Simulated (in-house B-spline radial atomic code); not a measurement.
A calculation on the tellurium ion Te⁴⁺ (an excited or competing configuration): its settings, and results tabulated from the run. Method: scalar-relativistic (X2C) r2SCAN0, spin-polarised, spherical fractional occupations, exact exchange averaged over the configuration, Fermi nucleus of rms radius 4.7423 fm. Calculated with an all-electron radial atomic-structure program (B-spline basis).

Command:
```bash
python run_scf.py task.json out
```
Settings (nuclear radius in fm, mass in u):
```
Z                52
configuration    [Ar] 3d10 4s2 4p5 4d10 4f1 5s2
hamiltonian      x2c
method           r2scan0
spin_polarised   True
nucleus          fermi
rms_radius       4.7423
atomic_mass      129.90622
speed_of_light   137.035999084
exact_exchange   averaged over the configuration
```

Output (hartree, bohr):
```
 radial grid: 70 intervals, B-splines of order 8, outer radius 30.8511 bohr

 iter        energy (Eh)    residual
    1       -6785.072884    1.12e-01
    2       -6785.082235    2.25e-03
    3       -6785.082320    9.59e-04
    4       -6785.082323    5.40e-04
    5       -6785.082324    5.40e-05
    6       -6785.082324    9.13e-06
    7       -6785.082324    4.32e-06
    8       -6785.082324    7.79e-07
    9       -6785.082324    6.72e-08

 total energy                     -6785.08232
 kinetic                            7176.4903
 electron-nucleus                 -16393.8956
 Hartree                            2607.6542
 exact exchange                      -42.9513
 exchange-correlation               -132.3799

 orbital      occ     eigenvalue          <r>       <r^2>       <1/r>       r_max
 1s up      1.000     -1167.4596    0.0272133   0.0010136     58.2823     0.01722
 1s down    1.000     -1167.4395     0.027213  0.00101358      58.283     0.01722
 2s up      1.000      -182.1305     0.119242   0.0168362     13.2708      0.1012
 2s down    1.000      -182.1230     0.119238    0.016835     13.2707      0.1012
 2p up      3.000      -163.6896     0.104473   0.0133422      12.248     0.08092
 2p down    3.000      -163.6719     0.104478   0.0133432     12.2473     0.08093
 3s up      1.000       -38.4277     0.320822    0.117806     4.68327      0.2922
 3s down    1.000       -38.4095     0.320814    0.117779     4.68214      0.2922
 3p up      3.000       -32.3493     0.319105    0.118223     4.35979      0.2858
 3p down    3.000       -32.3248     0.319207    0.118286      4.3577      0.2859
 3d up      5.000       -23.1236     0.296306    0.103951     4.09306       0.238
 3d down    5.000       -23.1037      0.29622    0.103862     4.09359      0.2381
 4s up      1.000        -8.3544     0.760674    0.652919     1.85102      0.6997
 4s down    1.000        -8.2251     0.761507    0.654548     1.84913      0.6998
 4p up      3.000        -6.4205     0.813121    0.752146     1.67979      0.7351
 4p down    2.000        -6.3284     0.814403    0.754905     1.67825      0.7355
 4d up      5.000        -3.5466     0.937924     1.02378     1.40779      0.8011
 4d down    5.000        -3.4560     0.942369     1.03456      1.4018      0.8026
 4f up      1.000        -0.9083      1.94977     4.77555    0.686224       1.365
 5s up      1.000        -2.1116       1.8302     3.74142    0.718414       1.673
 5s down    1.000        -2.0840        1.838     3.77189    0.714641       1.681
```

Time taken, with all properties: 0.71 s on 1 thread of Arm Neoverse N1, with other jobs on the host.

One-electron X2C: radii and densities carry no picture-change correction, so inner-shell <1/r> comes out high (for 1s by about 2 % at Z = 33, 5 % at 54, 10 % at 75, 30 % at 118) and <r> low.
